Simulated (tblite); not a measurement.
C4H8NO, doublet, geometry from GFN2-xTB; GFN1-xTB (tblite).

Here is a job for tblite.
```
$ tblite run mol.xyz --method gfn1 --charge 0 --spin 1 --spin-polarized --json tblite.json --no-restart

# file mol.xyz
14

C      1.65976568    -0.94200713    -0.15316346
C      0.79434405     0.14846511     0.13409617
O      1.20802231     1.20512703     0.61524242
N     -0.55375410    -0.02185898    -0.12037189
C     -1.46771921     1.00555948     0.30337301
C     -1.12854011    -1.21496915    -0.68598781
H      1.31825804    -1.92677478    -0.40461224
H      2.71033890    -0.79143733     0.01272719
H     -2.06699405     1.35635046    -0.54033177
H     -2.13777724     0.63240220     1.08330828
H     -0.87815217     1.83123658     0.69893060
H     -0.57182946    -1.53955070    -1.56552403
H     -1.15861846    -2.03536458     0.03950843
H     -2.15022780    -0.99715512    -0.99325006
```

Output, abridged:

```
xTB calculator
 | screened Coulomb repulsion
 | Coulomb electrostatics
 |  * isotropic Klopman-Ohno-Mataga-Nishimoto electrostatics
 |  * onsite third-order electrostatics
 | DFT-D3(BJ) dispersion correction
 | Interactions (1)
 | [1] spin polarization

halogen bonding energy    0.0000000000000E+00 Eh
repulsion energy          2.3467628332198E-01 Eh
dispersion energy        -4.8818249847189E-03 Eh
interaction energy        0.0000000000000E+00 Eh
number of electrons       3.5000000000000E+01 e
integral cutoff           1.9731147476801E+01 bohr

------------------------------------------------------------
  cycle        total energy    energy error   density error
------------------------------------------------------------
      1     -20.38092180102  -2.0610716E+01   4.3768071E-01
      2     -20.58684903697  -2.0592724E-01   2.4747201E-01
      3     -20.58401241791   2.8366191E-03   9.2546045E-02
      4     -20.57833584468   5.6765732E-03   5.2353918E-02
      5     -20.59415992184  -1.5824077E-02   1.2558670E-02
      6     -20.59435491482  -1.9499298E-04   9.0844909E-03
      7     -20.59447455035  -1.1963553E-04   3.3425583E-03
      8     -20.59446846282   6.0875334E-06   1.7645498E-03
      9     -20.59448395248  -1.5489664E-05   7.1467069E-04
     10     -20.59448681335  -2.8608703E-06   2.4783272E-04
     11     -20.59448705480  -2.4145035E-07   1.3107846E-04
     12     -20.59448715446  -9.9655697E-08   9.6498398E-06
------------------------------------------------------------

electronic energy        -2.0824281612796E+01 Eh
total energy             -2.0594487154459E+01 Eh

Post processing:
 | Mayer-Wiberg bond orders

[Info] JSON dump of results written to 'tblite.json'
```
